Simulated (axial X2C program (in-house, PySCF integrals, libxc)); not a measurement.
## Working with the constants of CaS

A bond curve at the PBE0 level, with spin–orbit coupling, was computed with an in-house relativistic program for diatomic molecules (basis Ca dyall-v3z [11s12p4d3f], S dyall-v3z [8s7p2d1f] (cores contracted in-house)) for the state Ω = 0 (closed shell). Its fit gives Re = 2.3298 Å, ωe = 469.2 cm⁻¹, ωexe = 1.51 cm⁻¹ and αe = 7.473e-04 cm⁻¹; the masses are 39.9626 and 31.9721 u. Two-component means X2C with spin–orbit coupling and atomic mean-field Coulomb and Gaunt terms.

(1) Find the reduced mass, Be and the force constant.

(2) A Morse curve ties αe to the other constants (Pekeris). How well does that hold?

(3) Where do the fundamental and the first overtone lie?

(4) Estimate the centrifugal constant by the Kratzer relation.

(5) Estimate De from a Morse curve and compare with the computed well depth of 3.248 eV to Ca + S.

The state is one determinant whose occupation by symmetry is held fixed; it was picked as the lowest of a PBE0 search that is not exhaustive. De is counted from the lowest determinant-based energies of the atoms at the same level, without counterpoise correction. The 2c atoms are single determinants rather than J levels; their spin–orbit lowering is only partly caught, and De is too large by that part. This holds for PBE0. Without a current term, density functionals place determinants with orbital angular momentum somewhat too high.

Answers

(1) From the PBE0 values: μ = 17.7618 u. Be = 16.8576/(μ Re²) = 0.1749 cm⁻¹. k = 5.8918×10⁻⁷ μ ωe² = 2.3 mdyn/Å.

(2) αe(Morse) = 6Be²/ωe × (√(ωexe/Be) − 1) = 7.580e-04 cm⁻¹; the PBE0 curve gives 7.473e-04 cm⁻¹, a ratio of 1.01.

(3) ν(1←0) = ωe − 2ωexe = 466.2 cm⁻¹; ν(2←0) = 2ωe − 6ωexe = 929.3 cm⁻¹.

(4) D = 4Be³/ωe² = 9.71e-08 cm⁻¹.

(5) De(Morse) = ωe²/(4ωexe) = 4.519 eV against 3.248 eV computed, a ratio of 1.39. The extrapolation overshoots: the well softens faster than a Morse curve, or the lowest atomic limit lies below the one to which the curve heads.
